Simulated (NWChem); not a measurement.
Molecule: 1,1-difluoroethane (C2H4F2); SMILES CC(F)F

All runs: NWChem. Coordinates come from a PBE0/def2-SVP optimisation. Ions are spin-unrestricted doublets at the neutral geometry; other ion states weren't tried. Functional: LC-ωPBE (HJS hole) with def2-SVP; rows give the range parameter ω in 1/bohr.

At which range parameter does −ε(HOMO) equal the ΔSCF ionisation energy (optimal tuning)?

about 0.50 per bohr, by linear interpolation in these runs:
| range parameter (1/bohr) | vertical ionisation energy, ΔSCF (eV) | −ε(HOMO) (eV) | ΔSCF minus −ε(HOMO) (eV) |
|---|---|---|---|
| 0.15 | 11.66 | 9.72 | 1.94 |
| 0.25 | 11.92 | 10.90 | 1.02 |
| 0.30 | 12.08 | 11.39 | 0.69 |
| 0.60 | 13.00 | 13.36 | -0.36 |
| 0.80 | 13.35 | 14.03 | -0.68 |
